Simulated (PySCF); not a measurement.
Gas-phase reaction: 3 SnH4 + SnCl2 + 2 Cl = 4 SnH3Cl

Computed with PySCF (xtb for GFN2) and rigid-rotor harmonic-oscillator thermochemistry at 1 bar. † marks an energy on the PBE0/def2-TZVP geometry and frequencies; other levels use their own. MP2 freezes the core. Open shells (unrestricted): Cl (multiplicity 2, electronic degeneracy 6); the rest are closed-shell singlets. GFN2 has no spin-polarisation term. Spin-orbit splitting is ignored; it lowers the true energy and changes the entropy of Cl. Sn: scalar-relativistic def2 core potential, no spin-orbit coupling. SnH3Cl: computed as isolated molecules; such fragments, hydroxides, amides, oligomers or adducts are transient or little studied in the gas. MP2 isn't extrapolated to the basis-set limit; its ΔH°(298 K) is -522.5 kJ in def2-SVP and -554.7 kJ in def2-TZVPP. The harmonic model lacks anharmonicity and excited electronic states, which grow with temperature; levels with a mode under 35 cm⁻¹ are left out. Soft modes under 120 cm⁻¹ make the harmonic entropy rough for SnCl2.

| level | ΔE electronic, kJ | ΔH°(298 K), kJ | ΔS°(298 K), J/K | ΔG°(1000 K), kJ |
|---|---|---|---|---|
| GFN2-xTB | -346 | -360 | -213 | -155 |
| HF/def2-TZVP† | -425 | -418 | -224 | -196 |
| MP2/def2-TZVPP† | -561 | -555 | -224 | -333 |
| PBE/def2-SVP | -528 | -522 | -223 | -301 |
| LDA/def2-TZVP† | -633 | -627 | -224 | -404 |
| ωB97M-V/def2-TZVP† | -561 | -554 | -224 | -332 |
| ωB97X-V/def2-TZVP† | -567 | -561 | -224 | -339 |
ΔH° is lowest at LDA/def2-TZVP† and highest at GFN2-xTB. No reference value is set beside these.
